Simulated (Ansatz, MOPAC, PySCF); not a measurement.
Molecule: H$_{4}$SiNO$_{2}$, net charge 0, doublet state. SMILES: O[Si](N)O
Geometry: optimised at B3LYP-D3(BJ)/def2-TZVP (Ansatz, a first-principles code).

Unscaled harmonic wavenumbers (cm⁻¹) in rising order, each level at the stationary point that it reaches from this structure (no distance between atoms moves by over 0.3 Å); the order of modes can differ between levels, and a negative number is imaginary. B3LYP-D3(BJ)/def2-TZVP (PySCF, at the structure above): 170, 231, 263, 303, 341, 368, 374, 764, 768, 828, 836, 921, 922, 1575, 3581, 3679, 3863, 3865.

PM7 (MOPAC): 161, 202, 236, 264, 296, 314, 445, 713, 790, 850, 884, 1015, 1030, 1586, 2721, 2739, 2758, 2798. Zero-point energy 28.3 against 33.8 kcal/mol; where all levels lie over 400 cm⁻¹, the wavenumbers are on average 0.929 times those of B3LYP-D3(BJ)/def2-TZVP.

HF/3-21G (Ansatz): -108, 199, 290, 311, 327, 410, 590, 754, 790, 853, 907, 1025, 1041, 1754, 3750, 3860, 3984, 3986. Zero-point energy 35.5 against 33.8 kcal/mol; where all levels lie over 400 cm⁻¹, the wavenumbers are on average 1.059 times those of B3LYP-D3(BJ)/def2-TZVP. This level finds the structure a saddle point. The zero-point energy leaves imaginary modes out.

HF/6-31G* (Ansatz): 160, 193, 216, 288, 326, 367, 418, 819, 835, 912, 912, 993, 1005, 1742, 3830, 3937, 4146, 4148. Zero-point energy 36.1 against 33.8 kcal/mol; where all levels lie over 400 cm⁻¹, the wavenumbers are on average 1.083 times those of B3LYP-D3(BJ)/def2-TZVP.
